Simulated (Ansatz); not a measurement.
OsO3S (OsSO3) was relaxed with r2SCAN-D4 (def2-SVP) in Ansatz in these states: charge +1 doublet, neutral singlet. The geometries follow in no particular order.

In the def2 sets Os takes a core potential; there is no spin–orbit coupling.

A:

```xyz
5

Os    0.0364    0.0125    0.1348
O    -0.1427    1.6004    0.6907
O    -1.1050   -1.0436    0.8165
O     1.6268   -0.4957    0.4077
S    -0.4155   -0.0736   -2.0496
```

B:

Cartesian coordinates in Å:
```
Os -0.042 0.041 -0.067
O -0.070 1.725 0.240
O 0.798 -0.272 -1.525
O -1.641 -0.558 -0.176
S 0.955 -0.935 1.528
```

Judge from the bond lengths which geometry belongs to which state (an estimate).

A is the charge +1 doublet (Os1–S5 2.232 Å, Os1–O2 1.692 Å, Os1–O4 1.692 Å); B is the neutral singlet (Os1–S5 2.119 Å, Os1–O2 1.712 Å, Os1–O4 1.712 Å).

The restricted singlet is unstable towards broken spin symmetry in Hartree–Fock (as tested in another run); at r2SCAN-D4/def2-SVP this wasn't settled.
